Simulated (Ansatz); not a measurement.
Geometry optimisation, DFT PBE-D3(BJ), scalar-relativistic, plane waves, PAW (Ansatz).

input.yaml

```yaml
crystal:
  lattice:
    - [5.32, 0.0, 0.0]
    - [2.66, 4.607255, 0.0]
    - [0.0, 0.0, 17.93696]
  atoms:
    - { symbol: Zn, position: [0.0, 0.0, 0.05575081] }
    - { symbol: Zn, position: [0.5, 0.0, 0.05575081] }
    - { symbol: Zn, position: [-1.0e-08, 0.50000002, 0.05575081] }
    - { symbol: Zn, position: [0.49999999, 0.50000002, 0.05575081] }
    - { symbol: Zn, position: [-0.16666667, 0.33333334, 0.19337056] }
    - { symbol: Zn, position: [0.33333333, 0.33333334, 0.19337056] }
    - { symbol: Zn, position: [-0.16666668, 0.83333336, 0.19337056] }
    - { symbol: Zn, position: [0.33333332, 0.83333336, 0.19337056] }
    - { symbol: Zn, position: [0.0, 0.0, 0.33099031] }
    - { symbol: Zn, position: [0.5, 0.0, 0.33099031] }
    - { symbol: Zn, position: [-1.0e-08, 0.50000002, 0.33099031] }
    - { symbol: Zn, position: [0.49999999, 0.50000002, 0.33099031] }
    - { symbol: O, position: [0.49999999, 0.75000002, 0.40904144] }
    - { symbol: H, position: [0.33333333, 0.33333334, 0.3505031] }
    - { symbol: H, position: [0.44406692, 0.94752458, 0.43134177] }
basis:
  ecutwfc: 420.0
kpoints:
  mp_grid: { grid: [5, 5, 1] }
hamiltonian:
  xc: pbe
  dispersion: d3bj
scf:
  occupations: { method: gaussian, width: 0.05 }
  lower_state_search: "off"
relax:
  f_tol: 0.03
  max_steps: 60
  adjacent_minimum: "off"
  constraints: [{ sites: [0, 1, 2, 3] }]
output:
  write_density: true
  write_potential: true
  elf: true
  volumetric_format: npy
```

Launched with:

```bash
$ ansatz run input.yaml --threads 4 --pin off --max-ram 10240MiB --backend cpu --events-out ev --progress --plain --runs-dir out
```

Where does it end, and by what steps?

The run converged. The force dipped under the threshold on the way, but the program's further checks kept it going. Limits of this set-up: coarse k mesh, thin slab, slab without dipole correction. After 11 steps the energy has fallen by 1.844 eV; H15 moved furthest, 1.14 Å.

| step | energy less start (eV) | largest force component (eV/Å) | accepted |
| --- | --- | --- | --- |
| 0 | 0.0000 | 2.809 | yes |
| 1 | -0.9048 | 1.845 | yes |
| 2 | -1.4917 | 1.020 | yes |
| 3 | -1.6712 | 0.674 | yes |
| 4 | -1.7890 | 0.225 | yes |
| 5 | -1.7644 | 1.464 | no |
| 6 | -1.8166 | 0.151 | yes |
| 7 | -1.8311 | 0.088 | yes |
| 8 | -1.8418 | 0.077 | yes |
| 9 | -1.8438 | 0.072 | yes |
| 10 | -1.8440 | 0.026 | yes |
| 11 | -1.8440 | 0.026 | yes |

```xyz
15
Lattice="5.3200 0.0000 0.0000 2.6600 4.6073 0.0000 0.0000 0.0000 17.9370" Properties=species:S:1:pos:R:3
Zn 0.000 0.000 1.000
Zn 2.660 0.000 1.000
Zn 1.330 2.304 1.000
Zn 3.990 2.304 1.000
Zn -0.016 1.550 3.299
Zn 2.678 1.524 3.373
Zn 1.310 3.843 3.305
Zn 4.008 3.826 3.513
Zn -0.072 0.040 5.516
Zn 2.713 -0.040 6.052
Zn 1.317 2.313 5.552
Zn 4.072 2.248 6.124
O 4.645 3.484 7.627
H 2.497 1.636 6.732
H 3.893 3.917 8.074
```

Whether the end is a true minimum wasn't checked by a vibrational analysis.

Run time: 53 s on 4 threads of AMD EPYC 9R45 96-Core Processor (Zen 5) (shared host), peak memory 1.5 GiB.
